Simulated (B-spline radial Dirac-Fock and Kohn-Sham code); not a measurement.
# Auger decay of the M2 hole in I⁵⁺

System: the I⁵⁺ ion in the configuration [Kr] 4d10 5s2, inside a Watson sphere of charge -5 and radius 1.8 Å (a model of the Madelung potential; inside it an electron's potential energy is raised by 40.0 eV).

Level of theory: one-electron (LDA, Dirac) transition rates at Dirac-Fock energies; an atomic code on a B-spline grid. Kinetic energies are configuration averages from the vacuum level; the two-hole energies are estimated from single-hole states.

```
transition  kinetic energy (eV)  width (meV)  share (%)
   M2-M3O1                 8.37         51.0        1.1
   M2-M4N1                47.27          688       15.0
   M2-M5N1                58.78          117        2.5
   M2-M4N2                99.75          661       14.4
   M2-M5N2                110.9          791       17.2
   M2-M4N3                111.2          996       21.7
   M2-M5N3                122.9         83.1        1.8
   M2-M4N4                197.7          256        5.6
   M2-M4N5                199.0          280        6.1
   M2-M5N5                210.9         36.3        0.8
   M2-M4O1                254.6          122        2.6
   M2-N1N2                542.2         46.1        1.0
   M2-N2N2                590.4         32.8        0.7
   M2-N2N3                603.4          103        2.2
   M2-N2N5                689.7          150        3.3
   M2-N2N4                690.3         89.6        2.0
```

Coster-Kronig rates are the weakest part of this model and often come out 1.5 to 2.5 times too large. The listed channels hold 98 % of the non-radiative rate. Summed by principal shells, of 4.60 eV in all: MMN 85.4 %, MNN 10.2 %, MMO 4.1 %, MNO 0.3 %.

Values without a named source are computed, but for edge energies of neutral atoms, which are taken from tables.
